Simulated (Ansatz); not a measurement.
Conformers of `O[Si](F)(O[SiH3])O[SiH3]`, each relaxed with PBE0-D4/def2-TZVP in Ansatz. CBS adds the triple-zeta coupled-cluster correction to the MP2 limit.

Not all of them had a frequency check.

Conformer A:

```xyz
14

O    -1.031    2.005   -0.044
Si   -0.052    0.842   -0.605
F     0.907    1.443   -1.715
O     0.834    0.305    0.620
Si    1.406    0.608    2.129
O    -0.873   -0.357   -1.293
Si   -1.034   -1.977   -1.495
H    -1.630    2.444   -0.648
H     1.987    1.972    2.193
H     0.305    0.489    3.116
H     2.452   -0.401    2.421
H    -0.869   -2.671   -0.192
H    -0.013   -2.471   -2.452
H    -2.391   -2.232   -2.033
```

Conformer B:

Cartesian coordinates in Å:
```
O -0.394 -2.214 0.822
Si 0.537 -0.990 0.316
F 2.045 -1.459 0.195
O 0.498 0.234 1.364
Si 0.763 1.834 1.609
O 0.046 -0.549 -1.144
Si -1.158 -0.366 -2.241
H -0.312 -2.510 1.729
H 2.221 2.099 1.694
H 0.180 2.620 0.491
H 0.108 2.212 2.883
H -2.437 -0.880 -1.692
H -0.801 -1.111 -3.472
H -1.294 1.079 -2.553
```

Which is lowest in electronic energy at CCSD(T)/CBS (frozen core, def2 sets), and by how much? (An estimate is asked.)

Ansatz gave: A; B lies 1.0 kJ/mol higher. Gaps under about 2 kJ/mol don't settle the order.

Give the energies relative to A (kJ/mol) with r2SCAN-D4/def2-TZVPP, ωB97M-V/def2-TZVPP, PBE/def2-TZVPP, r2SCAN/def2-TZVPP, PBE0/def2-TZVPP, MP2/def2-TZVPP, MP2/CBS(def2). (An estimate is asked.)

Ansatz gave: 
```json
{"level": "r2SCAN-D4/def2-TZVPP", "B": "0.9"}
{"level": "ωB97M-V/def2-TZVPP", "B": "1.0"}
{"level": "PBE/def2-TZVPP", "B": "1.0"}
{"level": "r2SCAN/def2-TZVPP", "B": "1.0"}
{"level": "PBE0/def2-TZVPP", "B": "1.0"}
{"level": "MP2/def2-TZVPP", "B": "1.1"}
{"level": "MP2/CBS(def2)", "B": "1.0"}
```
